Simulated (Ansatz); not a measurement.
Mulliken charges of C2H3F3GaN (`CC#[N+][Ga-]([F])([F])[F]`) from PBE/def2-TZVPP in Ansatz (PBE0-D4/def2-TZVP geometry).

```json
{"atom": "C1", "x (Å)": "-0.014", "y (Å)": "-1.188", "z (Å)": "1.901", "charge (e)": "-0.091"}
{"atom": "C2", "x (Å)": "0.001", "y (Å)": "-0.430", "z (Å)": "0.677", "charge (e)": "-0.110"}
{"atom": "N3", "x (Å)": "0.013", "y (Å)": "0.171", "z (Å)": "-0.293", "charge (e)": "0.150"}
{"atom": "Ga4", "x (Å)": "0.032", "y (Å)": "1.259", "z (Å)": "-2.029", "charge (e)": "0.686"}
{"atom": "F5", "x (Å)": "1.731", "y (Å)": "1.167", "z (Å)": "-2.440", "charge (e)": "-0.354"}
{"atom": "F6", "x (Å)": "-0.557", "y (Å)": "2.798", "z (Å)": "-1.440", "charge (e)": "-0.354"}
{"atom": "F7", "x (Å)": "-1.070", "y (Å)": "0.311", "z (Å)": "-3.006", "charge (e)": "-0.354"}
{"atom": "H8", "x (Å)": "-0.367", "y (Å)": "-2.201", "z (Å)": "1.698", "charge (e)": "0.142"}
{"atom": "H9", "x (Å)": "0.994", "y (Å)": "-1.231", "z (Å)": "2.316", "charge (e)": "0.142"}
{"atom": "H10", "x (Å)": "-0.682", "y (Å)": "-0.707", "z (Å)": "2.618", "charge (e)": "0.142"}
```

By hand: the dipole of these point charges (1 e Å = 4.8032 D).

Σ q r = (-0.020, -1.057, 1.696) e Å, of length 1.999 e Å = 9.60 D.

How does the dipole of the full density compare? (Estimate.)

The calculation gave: (-0.020, -1.066, 1.712) e Å, 9.69 D; the point charges give 0.99 times that, at 0° from its direction.

Point charges leave out the atoms' own dipoles, such as those of lone pairs, and Mulliken's split depends on the basis, so the close match here is no proof of good charges.
